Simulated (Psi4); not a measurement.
C2H7N, charge +1, doublet, geometry from GFN2-xTB (a state made from the parent by changing its charge; the spin is typed, not shown lowest). Base run: PBE0/cc-pVDZ (Psi4).

Input for Psi4:
```
memory 2 GB

molecule {
1 2
C     1.21345303    0.27761551    0.17430656
N     0.03751869   -0.26276197   -0.35002414
C    -1.24784022   -0.03678500    0.14650277
H     1.92869828   -0.51779860    0.43796710
H     1.01682614    0.90235343    1.04484140
H     1.75201387    0.86309442   -0.58857406
H     0.12435315   -0.87090672   -1.16013127
H    -1.73453079   -0.98553706    0.42546873
H    -1.90726403    0.36768397   -0.63793418
H    -1.23640431    0.63546126    1.00367526
}

set {
  basis cc-pvdz
  reference uks
}

energy('pbe0')
print_variables()
```

Each row names what was changed in the base input (with any setting that the change needs).

```json
[
 {"change": "base", "basis functions": "77", "E (Eh)": "-134.70641", "core-seconds (rough)": "20"},
 {"change": "basis = STO-3G", "basis functions": "22", "E (Eh)": "-133.09111", "core-seconds (rough)": "9"},
 {"change": "basis = 3-21G", "basis functions": "?", "E (Eh)": "?", "core-seconds (rough)": "10"},
 {"change": "basis = def2-SV(P)", "basis functions": "?", "E (Eh)": "?", "core-seconds (rough)": "10"},
 {"change": "basis = 6-31+G*", "basis functions": "71", "E (Eh)": "-134.69931", "core-seconds (rough)": "20"},
 {"change": "basis = def2-SVP", "basis functions": "77", "E (Eh)": "-134.60286", "core-seconds (rough)": "20"},
 {"change": "basis = def2-SVPD", "basis functions": "116", "E (Eh)": "-134.61042", "core-seconds (rough)": "30"},
 {"change": "basis = aug-pcseg-1", "basis functions": "132", "E (Eh)": "?", "core-seconds (rough)": "30"},
 {"change": "basis = aug-cc-pVDZ", "basis functions": "132", "E (Eh)": "-134.71362", "core-seconds (rough)": "40"},
 {"change": "basis = def2-TZVPD", "basis functions": "?", "E (Eh)": "?", "core-seconds (rough)": "50"},
 {"change": "basis = cc-pVTZ", "basis functions": "188", "E (Eh)": "-134.74741", "core-seconds (rough)": "50"},
 {"change": "basis = pcseg-2", "basis functions": "188", "E (Eh)": "-134.75007", "core-seconds (rough)": "40"},
 {"change": "basis = def2-TZVPP", "basis functions": "191", "E (Eh)": "-134.75154", "core-seconds (rough)": "50"}
]
```

**Question.** Some entries are withheld; supply them.

**Answer.** 
- basis = 3-21G, basis functions: 41
- basis = 3-21G, E (Eh): -133.96687
- basis = def2-SV(P), basis functions: 56
- basis = def2-SV(P), E (Eh): -134.58185
- basis = aug-pcseg-1, E (Eh): -134.67732
- basis = def2-TZVPD, basis functions: 174
- basis = def2-TZVPD, E (Eh): -134.74921

Totals compare only among sets that treat the same electrons; sets with core potentials leave the core out.

Open shells are given as the SCF converged; they aren't shown to be the lowest states, and a large step between rows can be another state.
